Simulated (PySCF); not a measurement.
TeCl₃, SMILES Cl[Te](Cl)Cl, multiplicity 2. Atoms are numbered in the order given.

```xyz
4

Te     0.1858    -0.3320     0.0000
Cl    -0.2647    -0.5062    -2.4299
Cl    -0.2647    -0.5062     2.4299
Cl    -0.0391     2.0278     0.0000
```
Charge 0, spin multiplicity 2.

Coordinates come from a B3LYP-D3(BJ)/def2-SVP optimisation. The spin state was assumed, not searched. The isomer is the one that the SMILES or the coordinates give; other isomers of the formula were not compared. The def2 effective core potentials stand for the cores of Te; spin–orbit coupling is left out.

The numbers are results of B3LYP/def2-TZVPD run with PySCF, not measurements.

Gas-phase values at a fixed geometry.

Computed frontier levels, dipole moment and polarisability:
```
Item                                                                                                             Value
---------------------------------------------------------------------------------------------  -----------------------
α spin, highest occupied and lowest empty level                                                     -7.48 and -3.97 eV
β spin, highest occupied and lowest empty level                                                     -8.50 and -5.37 eV
dipole moment                                                                                                   1.18 D
quadrupole, principal values (traceless, Buckingham form, about the centre of nuclear charge)   -11.04, 4.41, 6.63 D·Å
mean static polarisability                                                                       99.2 bohr³ (14.69 Å³)
polarisability, principal values                                                               62.0, 90.6, 144.8 bohr³
⟨S²⟩                                                                                           0.753 (pure state 0.75)
```
